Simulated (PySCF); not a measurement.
Compound: C₃H₆O₃Si.
Z-matrix (Å and degrees, PBE0-D3(BJ)/def2-SVP geometry), rows numbered from 1:
```
C 
C   1  1.3312
O   2  1.3606  1  122.06
Si  3  1.6609  2  129.58  1   155.61
C   4  1.9274  3  108.44  2    46.89
O   5  1.2057  4  123.64  3   -23.61
O   5  1.3380  4  113.69  3   158.33
H   1  1.0904  2  119.53  3   178.06
H   1  1.0921  2  121.25  3    -1.29
H   2  1.0962  1  122.79  3  -177.71
H   4  1.4821  3  106.95  2   166.76
H   4  1.4918  3  112.03  2   -70.58
H   7  0.9742  5  107.25  4   177.69
```

All values: CAM-B3LYP/def2-SVPD (PySCF, non-relativistic), on one gas-phase PBE0-D3(BJ)/def2-SVP geometry that isn't relaxed in the solvent. The solvent is an IEF-PCM continuum (Bondi radii, 1.10 Å for H, scaled by 1.2), and excitations are vertical TDDFT with non-equilibrium linear response and a frozen core. Specific hydrogen bonds and non-electrostatic terms are outside this model.

Gas-phase singlets (H = HOMO, L = LUMO):

```tsv
state	E (eV)	λ (nm)	f	leading configurations
S1	5.060	245	0.003	H-1→L 84%
S2	5.918	209	0.006	H→L 87%
S3	6.522	190	0.018	H→L+2 87%
S4	6.824	182	0.354	H→L+3 81%, H→L+1 12%
S5	7.117	174	0.073	H→L+1 41%, H→L+5 19%
```

Problem. What are the lowest 5 singlets in chloroform (ε = 4.711)?

Solution. 
| state | E (eV) | λ (nm) | f | leading configurations | change by rank (eV) |
| --- | --- | --- | --- | --- | --- |
| S1 | 5.106 | 243 | 0.004 | H-1→L 84% | +0.046 |
| S2 | 6.069 | 204 | 0.012 | H→L 85% | +0.151 |
| S3 | 6.603 | 188 | 0.114 | H→L+2 70%, H→L+1 15% | +0.081 |
| S4 | 6.750 | 184 | 0.400 | H→L+3 78% | -0.074 |
| S5 | 7.243 | 171 | 0.055 | H→L+5 37%, H→L+1 27% | +0.126 |

Problem. The ground-state energy changes by -0.203 eV from gas to chloroform. By how much does the total energy of gas-phase S1 change?

Solution. E(S1) = E(S0) + excitation energy, so it changes by -0.203 + 0.046 = -0.157 eV: it is lowered less than the ground state, which is what a blue shift means. This is the vertical state, with the slow part of the continuum still set for S0.

Problem. How do the frontier levels move from gas to chloroform?

Solution. 
| orbital | gas (eV) | solvent (eV) | change (eV) | Löwdin shares, gas | Löwdin shares, solvent |
| --- | --- | --- | --- | --- | --- |
| LUMO+2 | 1.08 | 1.18 | +0.10 | Si4 37 %, H11 10 %, H12 9 %, C2 9 % | Si4 29 %, O3 10 %, O7 10 %, H12 9 % |
| LUMO+1 | 0.80 | 1.06 | +0.26 | O7 32 %, Si4 17 %, H13 15 %, C5 13 % | Si4 25 %, O7 22 %, C5 15 %, O6 9 % |
| LUMO | 0.10 | 0.21 | +0.11 | C5 35 %, O6 25 %, Si4 17 %, O7 12 % | C5 36 %, O6 24 %, Si4 16 %, O7 13 % |
| HOMO | -8.32 | -8.38 | -0.06 | C1 37 %, C2 28 %, O3 21 % | C1 37 %, C2 27 %, O3 22 % |
| HOMO-1 | -9.58 | -9.53 | +0.05 | O6 48 %, C5 14 %, Si4 11 %, O7 9 % | O6 47 %, C5 14 %, Si4 11 %, O7 9 % |
| HOMO-2 | -11.18 | -11.16 | +0.02 | O3 39 %, O6 14 %, C2 12 %, H10 8 % | O3 29 %, O6 16 %, Si4 12 %, C2 9 % |
| HOMO-3 | -11.40 | -11.31 | +0.09 | O6 38 %, O7 37 %, C5 11 %, O3 6 % | O7 40 %, O6 30 %, C5 9 %, O3 6 % |

The HOMO–LUMO gap goes from 8.42 to 8.59 eV. Rows go by rank; for LUMO+1 and LUMO+2 the atom shares or the degeneracy differ between the runs, so the row needn't follow one orbital.
